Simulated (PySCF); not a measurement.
C6H7NS.
Numbering: `[CH3:1][S:2][c:3]1[cH:4][cH:5][n:6][cH:7][cH:8]1`

Geometry (GFN2-xTB, Å), atoms numbered from 1 in this order:
```
atom  x, y, z in Å
C1     2.721    0.273   -0.157
S2     1.636   -1.177   -0.293
C3     0.020   -0.515   -0.077
C4    -1.049   -1.408   -0.152
C5    -2.330   -0.918    0.016
N6    -2.605    0.358    0.240
C7    -1.589    1.197    0.305
C8    -0.261    0.826    0.159
H9     2.629    0.714    0.831
H10    3.730   -0.102   -0.301
H11    2.482    0.990   -0.937
H12   -0.869   -2.454   -0.339
H13   -3.185   -1.580   -0.032
H14   -1.847    2.233    0.485
H15    0.513    1.571    0.230
```

NICS is the negative of the GIAO shielding at a point without a nucleus: at the ring centre (0) and 1 Å above and below it (1); zz is the component along the ring normal. Level: GIAO PBE0/pcSseg-1 (PySCF, non-relativistic, gas phase) on the GFN2-xTB geometry, one conformer.

Ring bond lengths (Å), with Mayer bond orders in brackets: C3–C4 1.395 (1.35), C4–C5 1.381 (1.43), C5–N6 1.324 (1.46), N6–C7 1.320 (1.50), C7–C8 1.386 (1.40), C8–C3 1.390 (1.32).

Q: What do the NICS probes read (ppm)?

A: 
```json
{"ring": "C3–C4–C5–N6–C7–C8", "type": "6-membered ring with N; formal bonds all aromatic", "NICS(0)": "-6.6", "NICS(1), two faces": "-10.4 / -10.4", "NICS(1)zz, two faces": "-25.7 / -25.6", "rms pucker (Å)": "0.00", "centre to ring atoms, mean (Å)": "1.37"}
```

Q: What do they say, and how far can they be read as aromaticity?

A: 
- C3–C4–C5–N6–C7–C8: mean NICS(1)zz -25.7 ppm, shielded. For a flat ring without four-coordinate atoms the NICS criterion counts such a value as aromatic.

Q: How equal are the bonds by HOMA? HOMA = 1 − mean of α(R − Ropt)² over the ring bonds, with Krygowski's 1993 parameters (CC: Ropt 1.388 Å, α 257.7 Å⁻²; CN: Ropt 1.334 Å, α 93.52 Å⁻²).

A: 
- C3–C4–C5–N6–C7–C8: HOMA 0.99; the largest term is that of N6–C7, α(R − Ropt)² = 0.02. The geometric and the magnetic index point the same way.

Q: What is the mean of the two in-plane components of NICS at the first NICS(1) probe listed for ring C3–C4–C5–N6–C7–C8, 1 Å off the ring?

A: The isotropic value is a third of the trace: (3 × -10.4 − (-25.7))/2 = -2.8 ppm.

Q: How shielded are the nuclei of the rings and their hydrogens (means over atoms taken as equivalent)?

A: 
```csv
atoms,environment,σ isotropic (ppm),"principal values of the symmetric part, first atom (ppm)"
C3,substituted aromatic carbon,28.3,"-58.9, -14.7, 158.5"
C4 (×2),aromatic CH carbon,64.3,"-45.0, 63.6, 166.5"
C5 (×2),aromatic CH next to a ring nitrogen,31.9,"-74.5, 27.7, 145.0"
N6,pyridine-type nitrogen,-74.6,"-373.8, -158.6, 308.8"
H12 (×2),aromatic hydrogen,24.72,"20.9, 22.6, 30.1"
H13 (×2),aromatic hydrogen,22.98,"19.0, 23.0, 27.1"
```
